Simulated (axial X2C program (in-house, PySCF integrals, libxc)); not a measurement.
## LiTi⁺: cheaper levels and CCSD(T), two-component

Calculated with an axial X2C code built on PySCF integrals. Two-component (2c) means X2C with spin–orbit coupling and atomic mean-field two-electron Coulomb and Gaunt terms. Basis: Ti dyall-cv3z [10s10p6d4f2g], Li dyall-cv3z [7s8p2d] (cores contracted in-house); Gaussian nuclei, density fitting, unrestricted open shells. Masses: Ti 47.948 u, Li 7.016 u.

State: Ω = 1 (⟨Sz⟩ = -1.00, ⟨Lz⟩ = 2.00 at HF); fragments Ti + Li+.

```tsv
level	Re (Å)	ωe (cm⁻¹)
PBE0	3.042	259.7
CCSD	3.025	268.7
BHandHLYP	3.047	258.9
```

Correlated methods: 12 electrons correlated (number of frozen shells: Ti 2 s, 1 p; Li 1 s), 256 virtual spin orbitals or spinors in MP2, 90 natural virtuals in coupled cluster.

CCSD(T), same Hamiltonian and basis:

Re = 3.013 Å, ωe = 272.4 cm⁻¹, De = 0.88 eV; T1 = 0.049 (Lee–Taylor normalisation).

Task: Give the differences from CCSD(T) in the columns below.

Result: 

```
    level  ΔRe (Å)  Δωe (cm⁻¹)
     PBE0    0.029       -12.7
     CCSD    0.012        -3.7
BHandHLYP    0.034       -13.5
```

The state is a single determinant with fixed occupations, the lowest that a limited PBE0 search found. De is counted from the lowest determinant-based energies of the atoms at the same level, without counterpoise correction. De is not given where an atomic determinant may have missed its ground term or J level, or where the truncated virtual space spoils (T). Density functionals use the spin component along the axis (collinear). CCSD and (T) use frozen natural virtuals with an MP2 correction for the truncation; (T) itself is uncorrected, so its De runs slightly low. Other states lie close and PBE0, whose exact exchange favours high spin, may order them wrongly; the determinant shown need not be the ground state. The nearest other 2c determinant of the search, Ω = 3, lies 0.03 eV up at the distance of the search. Without a current term, density functionals place determinants with orbital angular momentum somewhat too high. With several unpaired electrons one determinant need not be a pure state. The determinant is spin-polarised beyond a pure state at some levels (its spin-free form has ⟨S²⟩ too high), which makes Re and μ there less reliable. The T1 diagnostic is large, a sign of multireference character.
